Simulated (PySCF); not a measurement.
Mg(SH)(GeH3), H4GeMgS, SMILES [SH][Mg][GeH3], PBE0/def2-SVP optimised geometry.

```
7

Mg    -1.58    -2.08    -1.96
S     -2.47    -3.24    -3.75
H     -2.95    -4.23    -2.96
Ge    -0.56    -0.74     0.00
H     -0.98     0.74     0.00
H     -0.98    -1.30     1.38
H      0.98    -0.74     0.00
```

Density from PBE0/def2-TZVP in PySCF at that geometry.

Minimum of the electron density along straight lines between bonded atoms, close to the bond critical point (lines longer than 1.1 times the sum of covalent radii, or with two minima, are not listed):

```
bond     length / Å  ρ at the minimum / e bohr⁻³  ∇²ρ there / e bohr⁻⁵  position (fraction from the first atom)
-------  ----------  ---------------------------  --------------------  ---------------------------------------
Mg1–S2        2.317                        0.048                  0.20                                     0.39
S2–H3         1.353                        0.205                 -0.55                                     0.64
Mg1–Ge4       2.579                        0.041                  0.08                                     0.37
Ge4–H5        1.547                        0.128                  0.06                                     0.59
Ge4–H6        1.548                        0.128                  0.06                                     0.59
Ge4–H7        1.547                        0.128                  0.06                                     0.59
```
